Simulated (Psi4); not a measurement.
Psi4 input (wB97X-D/6-311+G**):

```
memory 1500 MB

molecule {
0 2
B    -0.22499700   -0.01005700   -1.34691100
H    -0.33436400    1.04036300   -1.88677100
H    -0.29447600   -1.06847100   -1.87768800
C     0.01701800    0.00076100    0.10187600
O     0.20646500    0.00922800    1.23597000
symmetry c1
no_reorient
no_com
}

set {
  basis 6-311+G**
  reference uks
  scf_type pk
  dft_radial_points 99
  dft_spherical_points 590
  e_convergence 1e-8
  d_convergence 1e-7
  maxiter 150
}

e = energy('wb97x-d')
print_out(f'\nFINAL {e:.10f} DIPOLE {variable("CURRENT DIPOLE")[0]:.6f} {variable("CURRENT DIPOLE")[1]:.6f} {variable("CURRENT DIPOLE")[2]:.6f}\n')
```

From the output:

```
  HONO-1 :   10  A 1.9991642
  HONO-0 :   11  A 1.0000000
  LUNO+0 :   12  A 0.0008358
  LUNO+1 :   13  A 0.0004357
  LUNO+2 :   14  A 0.0001580
  LUNO+3 :   15  A 0.0000863

Computation Completed

Properties will be evaluated at   0.000000,   0.000000,   0.000000 [a0]

Properties computed using the SCF density matrix

 Multipole Moments:

 ------------------------------------------------------------------------------------
     Multipole            Electronic (a.u.)      Nuclear  (a.u.)        Total (a.u.)
 ------------------------------------------------------------------------------------

 L = 1.  Multiply by 2.5417464519 to convert [e a0] to [Debye]
 Dipole X            :         -0.0103269            0.0000057           -0.0103212
 Dipole Y            :         -0.0004554           -0.0000057           -0.0004611
 Dipole Z            :         -0.0617896            0.0000038           -0.0617858
 Magnitude           :                                                    0.0626437

 ------------------------------------------------------------------------------------

FINAL -139.3281628156 DIPOLE -0.010321 -0.000461 -0.061786

*** Psi4 exiting successfully. Buy a developer a beer!
```

The geometry given is a B3LYP-D3(BJ)/def2-TZVP minimum.
